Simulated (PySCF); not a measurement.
**What builds the third ionisation energy along group 12**

All values are computed (PySCF 2.14, energy differences of UHF-based or UKS calculations, no spin-orbit coupling). Each column adds one step, in eV (sums use unrounded values): valence MP2, valence CCSD, valence triples, then the next inner shell at CCSD(T) (Zn 3s 3p, Cd 4s 4p, Hg 5s 5p). References (NIST) marked * lie between the lowest fine-structure levels; the others compare directly ((s) semi-empirical, (t) theoretical).

| element | UHF | + MP2 | + CCSD | + (T) | + inner shell | sum | reference |
| --- | --- | --- | --- | --- | --- | --- | --- |
| Zn [Ar] 3d10 → [Ar] 3d9 (def2-QZVPPD, non-relativistic) | 37.297 | 3.026 | -0.648 | 0.125 | 0.138 | 39.939 | 39.723 * |
| Cd [Kr] 4d10 → [Kr] 4d9 (def2-QZVPPD with the def2 core potential (28 electrons), ECP) | 35.934 | 2.035 | -0.360 | 0.096 | -0.223 | 37.482 | 37.468 ± 0.006 * |
| Hg [Xe] 4f14 5d10 → [Xe] 4f14 5d9 (def2-QZVPPD with the def2 core potential (60 electrons), ECP) | 33.599 | 1.857 | -0.320 | 0.087 | -0.141 | 35.082 | 34.49 ± 0.05 * |

What remains against the references is mostly basis incompleteness and, for starred values, spin-orbit coupling.

These are valence bases, so the inner-shell step is incomplete.
